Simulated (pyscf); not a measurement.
Optimised with ωB97X-D3(BJ)/def2-SVP in PySCF. Correlated levels are frozen-core, on RHF or UHF. ΔMP2 is the change of the MP2 total energy from the triple- to the quadruple-zeta basis.

**Question.** What is the homolytic dissociation enthalpy (298 K, CCSD(T)/def2-TZVPP + ΔMP2(QZVPP)) of the P–Si bond of H₂Si=SiH–PH–SiH₃, to [HSi=SiH₂]• + H₃Si–PH•?

**Answer.** P–Si to [HSi=SiH₂]• + H₃Si–PH•: 64.3 kcal/mol. The radicals are drawn with the spin at the cut bond; how far it spreads was not checked. H₂Si=SiH–PH–SiH₃ lies 11.7 kcal/mol over its isomer :HSi–P(SiH₃)–SiH₃ [singlet] (electronic energy, ωB97M-D3(BJ)). Other isomers of [HSi=SiH₂]•, H₃Si–PH• were not searched in full and may lie lower. The CCSD(T) − MP2 part came from Ansatz, without density fitting, on the same reference.
